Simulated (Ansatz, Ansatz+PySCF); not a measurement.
```json
{"atom": "Si", "x (Å)": "-0.0207", "y (Å)": "-0.0409", "z (Å)": "0.0595"}
{"atom": "H", "x (Å)": "1.4529", "y (Å)": "-0.0411", "z (Å)": "-0.3698"}
{"atom": "H", "x (Å)": "-0.7381", "y (Å)": "1.2618", "z (Å)": "-0.3387"}
{"atom": "H", "x (Å)": "-0.6996", "y (Å)": "-1.2138", "z (Å)": "-0.4150"}
```

Basis set: def2-SVP (spherical functions). Frozen core: 5 orbitals. Charge 0, multiplicity 2.

Computed with Ansatz (development build ahead of 0.2.0); each method stands on the lowest determinant of its kind that the runs found. Restricted functionals stand beside restricted open-shell atoms, which can lie above the unrestricted atoms usual in DFT and then raise those values.

(1) Give the atomization energy at this shape (free ground-state atoms in the same class of orbitals less the molecule, no zero-point energy) of doublet SiH3 by ωB97X (unrestricted), ωB97X (restricted open-shell), r²SCAN (unrestricted), PBE0 (unrestricted), PBE (unrestricted), UHF-CCSD(T), UHF-MP2, UHF, ROHF.

Results:

(1)

```csv
method,atomization energy
ωB97X (unrestricted),939.4 kJ/mol
ωB97X (restricted open-shell),941.6 kJ/mol
r²SCAN (unrestricted),947.6 kJ/mol
PBE0 (unrestricted),922.9 kJ/mol
PBE (unrestricted),921.0 kJ/mol
UHF-CCSD(T),891.3 kJ/mol
UHF-MP2,867.1 kJ/mol
UHF,735.3 kJ/mol
ROHF,740.2 kJ/mol
```
